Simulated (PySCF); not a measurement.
In(H)(Et)(OH) (C2H7InO), SMILES [OH][InH][CH2]C.

The structure is a stationary point at B3LYP-D3(BJ)/def2-SVP. The structure was generated by enumeration; whether it is a known compound was not checked. The def2 effective core potentials stand for the cores of In; spin–orbit coupling is left out. The values are those of a single conformer.

Two levels are set side by side: PBE/def2-TZVP (PySCF) and M06-2X/def2-TZVP (PySCF). Same geometry, gas phase. Differences are taken from unrounded values.

```csv
quantity,M06-2X
orbital gap (eV),7.72
highest occupied level (eV),-8.46
lowest empty level (eV),-0.74
dipole moment (D),2.97
mean polarisability (bohr³),64.6
```

### Question
What does PBE give, and how far is it from M06-2X? (An estimate is asked for; the answer gives what the named calculation found.)

### Answer

| quantity | PBE | PBE minus M06-2X |
|---|---|---|
| orbital gap (eV) | 4.30 | -3.42 |
| highest occupied level (eV) | -6.12 | 2.34 |
| lowest empty level (eV) | -1.83 | -1.08 |
| dipole moment (D) | 2.73 | -0.24 |
| mean polarisability (bohr³) | 69.2 | 4.7 |

PBE's occupied levels lie high since its potential decays too fast outside the molecule; exact exchange lowers them and widens the gap. PBE's more diffuse valence density responds more strongly to a field. Differences between two approximate levels are no errors against the true value.

Rough cost on one machine, each run with all the roots and properties that it gave: M06-2X against PBE about 4 times.
